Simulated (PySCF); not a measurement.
Write Cartesian coordinates for InChI=1S/F6Te/c1-7(2,3,4,5)6 as optimised with PBE0-D3(BJ)/def2-SVP.

```
atom  x, y, z in Å
Te1    0.013   -0.015   -0.010
F2     0.008   -0.019    1.865
F3     0.018   -0.010   -1.885
F4     1.888   -0.003   -0.005
F5    -1.862   -0.026   -0.015
F6     0.002    1.860   -0.005
F7     0.025   -1.890   -0.014
```

Any rigid rotation of these coordinates is as good. Atoms count from 1 in this order. All 6 F–Te bonds measure 1.875 Å. Te1 (tellurium bonded to 6 F) is octahedral (the three widest angles are 180.0°, 180.0° and 180.0°, the others run from 90.0° to 90.0°).

Bonds between heavy atoms (Å): Te1–F2 1.875, Te1–F3 1.875, Te1–F4 1.875, Te1–F5 1.875, Te1–F6 1.875, Te1–F7 1.875.

Computed with PySCF, PBE0-D3(BJ)/def2-SVP geometry optimisation, gas phase, def2 core potentials past Kr.

Point group: Oh (every atom within 0.08 Å of its image). No PBE0-D3(BJ)/def2-SVP frequencies stand behind this structure, so it isn't proved a minimum.
